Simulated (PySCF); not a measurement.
## Low-lying terms of Pr⁴⁹⁺ (praseodymium, charge +49)

Ground state [Ne], ¹S. All numbers are calculated (PySCF 2.14, the spin-free X2C one-electron Hamiltonian (Gaussian nucleus), in an uncontracted even-tempered set (18 s from 4.16 bohr⁻², ratio 2.5; 13 p from 5.28 bohr⁻², ratio 2.5; 7 d from 2.63 bohr⁻², ratio 2.7; 3 f from 200 bohr⁻², ratio 2.7)). Vertical excitation energies in eV without spin-orbit coupling; excited terms of each kind are numbered among those the solver found. Frozen: 1s2.

| term | leading excitation | EOM-EE-CCSD |
| --- | --- | --- |
| 1 3P° | 2p → s | 5281.4 |
| 1 1P° | 2p → s | 5290.6 |
| 1 3S | 2p → p | 5462.1 |
| 1 3D | 2p → p | 5477.1 |
| 1 1D | 2p → p | 5485.0 |
| 1 1P | 2p → p | 5486.0 |
| 1 3P | 2p → p | 5486.1 |
| 1 1S | 2p → p | 5550.6 |
| 2 3P° | 2p → d | 5658.9 |
| 1 3F° | 2p → d | 5666.4 |
| 1 1F° | 2p → d | 5676.1 |
| 1 1D° | 2p → d | 5678.6 |
| 2 3S | 2s → s | 5972.9 |
| 2 1S | 2s → s | 5994.4 |

The spin-orbit splitting of the hole, absent here, rivals or exceeds the spacing of these terms, so the LS terms are model states.

The solver can miss terms. The 24 highest virtual orbitals were dropped.
